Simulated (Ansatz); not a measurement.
## Which isomer of C2H8GeS gives these data?

These gas-phase data were calculated for one isomer of C2H8GeS at PBE0-D3(BJ)/def2-SVP (harmonic, unscaled wavenumbers; equilibrium rotational constants with average atomic masses):

- rotational constants: 4.67, 2.372, 1.724 GHz
- all wavenumbers above 1500 cm⁻¹: 3150, 3142, 3120, 3065, 3051, 2715, 2162, 2140
- dipole moment: 1.98 D (PBE0/def2-TZVPD)

Candidates:

(1) `C[CH2][GeH2][SH]`, a singlet
(2) `[CH3][GeH]([CH3])[SH]`, a singlet

Q: Which candidate do the data belong to?

A: Candidate (1). 2 modes lie between 1900 and 2250 cm⁻¹, one for each Ge–H bond, while (2) has 1.

The same quantities for all candidates:

```
     rotational constants (GHz)                     wavenumbers above 1500 cm⁻¹  dipole (D)  E above the lowest, PBE0-D3(BJ)/def2-SVP (kcal/mol)
(1)          4.67, 2.372, 1.724  3150, 3142, 3120, 3065, 3051, 2715, 2162, 2140        1.98                                                  8.0
(2)         4.704, 2.661, 1.992  3188, 3187, 3173, 3172, 3065, 3065, 2713, 2151        2.23                                                  0.0
```

Harmonic stretches to hydrogen usually lie a few per cent above observed fundamentals. Each candidate is one conformer. Programs: Ansatz 0.2.0.
